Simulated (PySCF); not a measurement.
# Choosing a basis for TDDFT

CH₇PSSi.
InChI=1S/CH7PSSi/c1-3-4-2/h2,4H2,1H3

TDDFT with PBE0 (PySCF), vertical singlets, core orbitals frozen in the response, spherical d and f functions. Isolated species at its PBE0-D3(BJ)/def2-SVP geometry (one conformer only).

Compare 6-31G*, 6-31+G*, def2-SVP, def2-SVPD, aug-cc-pVDZ, def2-TZVP and def2-TZVPD for this molecule.

```json
{"basis": "6-31G*", "functions": "82", "diffuse": "no", "S1 (eV)": "5.54", "S2 (eV)": "6.07", "S3 (eV)": "6.23", "S4 (eV)": "6.66", "S5 (eV)": "6.82", "LUMO (eV)": "0.12", "α (au)": "74.7"}
{"basis": "6-31+G*", "functions": "98", "diffuse": "yes", "S1 (eV)": "5.29", "S2 (eV)": "5.77", "S3 (eV)": "5.97", "S4 (eV)": "6.13", "S5 (eV)": "6.27", "LUMO (eV)": "-0.37", "α (au)": "82.5"}
{"basis": "def2-SVP", "functions": "103", "diffuse": "no", "S1 (eV)": "5.70", "S2 (eV)": "6.12", "S3 (eV)": "6.56", "S4 (eV)": "6.78", "S5 (eV)": "6.83", "LUMO (eV)": "0.32", "α (au)": "76.1"}
{"basis": "def2-SVPD", "functions": "151", "diffuse": "yes", "S1 (eV)": "5.38", "S2 (eV)": "5.81", "S3 (eV)": "6.11", "S4 (eV)": "6.28", "S5 (eV)": "6.39", "LUMO (eV)": "-0.18", "α (au)": "91.8"}
{"basis": "aug-cc-pVDZ", "functions": "167", "diffuse": "yes", "S1 (eV)": "5.27", "S2 (eV)": "5.69", "S3 (eV)": "5.89", "S4 (eV)": "6.01", "S5 (eV)": "6.20", "LUMO (eV)": "-0.41", "α (au)": "93.6"}
{"basis": "def2-TZVP", "functions": "184", "diffuse": "no", "S1 (eV)": "5.37", "S2 (eV)": "5.84", "S3 (eV)": "6.18", "S4 (eV)": "6.35", "S5 (eV)": "6.44", "LUMO (eV)": "-0.08", "α (au)": "86.7"}
{"basis": "def2-TZVPD", "functions": "232", "diffuse": "yes", "S1 (eV)": "5.24", "S2 (eV)": "5.72", "S3 (eV)": "5.96", "S4 (eV)": "6.11", "S5 (eV)": "6.22", "LUMO (eV)": "-0.35", "α (au)": "93.6"}
```

States are compared by their number. Against the largest diffuse basis here (def2-TZVPD, itself not a converged limit), sets without diffuse functions differ by up to 0.46 eV in S1 and 0.61 eV in S5; the smaller diffuse sets differ by up to 0.14 and 0.17 eV. State by state, the largest deviation of a set without diffuse functions is S1 0.46, S2 0.40, S3 0.60, S4 0.68, S5 0.61 eV. The same number needn't mean the same state in each row. Against def2-TZVPD the polarisability deviates by -20% in 6-31G*, -12% in 6-31+G*, -19% in def2-SVP, -2% in def2-SVPD, 0% in aug-cc-pVDZ, -7% in def2-TZVP. A single + in a Pople set puts diffuse functions on heavy atoms only.

Without π bonds the low states are Rydberg-like; a valence basis with one diffuse set may place them up to an eV too high.
